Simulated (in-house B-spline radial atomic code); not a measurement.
**S IV (S3+): [Ne] 3s2 3p1**

All numbers are computed (Dirac-Kohn-Sham B3LYP, spherical fractional occupations; Fermi nucleus of rms radius 3.2611 fm) with an all-electron radial atomic-structure program (B-spline basis), not measured.

Screening seen three ways: the hydrogenic charge with the same mean radius, Z_r = [3n² - l(l+1)]/(2<r>), the one with the same energy, Z_e = n√(-2ε), and Slater's rules. Values are occupation-weighted means over j.

| shell | electrons | ε (eV) | <r> (bohr) | Z_r | Z_e | Slater |
| --- | --- | --- | --- | --- | --- | --- |
| 1s | 2 | -2471.3 | 0.09686 | 15.49 | 13.48 | 15.70 |
| 2s | 2 | -260.71 | 0.477 | 12.58 | 8.75 | 11.85 |
| 2p | 6 | -203.99 | 0.4405 | 11.35 | 7.74 | 11.85 |
| 3s | 2 | -53.674 | 1.52 | 8.88 | 5.96 | 6.50 |
| 3p | 1 | -39.562 | 1.682 | 7.43 | 5.12 | 6.50 |

The least bound orbital is 3p3/2 at -39.52 eV, and it is also the most diffuse (<r> = 1.684 bohr).

Spin-orbit splittings of the orbital energies (j = l + 1/2 above j = l - 1/2 when positive): 2p 1.285 eV, 3p 0.1312 eV.

For the 1s electron the small component carries 0.323 % of the norm, the zero-frequency Breit interaction raises the level by 1.738 eV, self-energy by 0.7668 eV, and vacuum polarisation lowers it by 0.0507 eV.

Caution: exact exchange at fractional occupations of open shells leaves self-interaction of up to several eV.
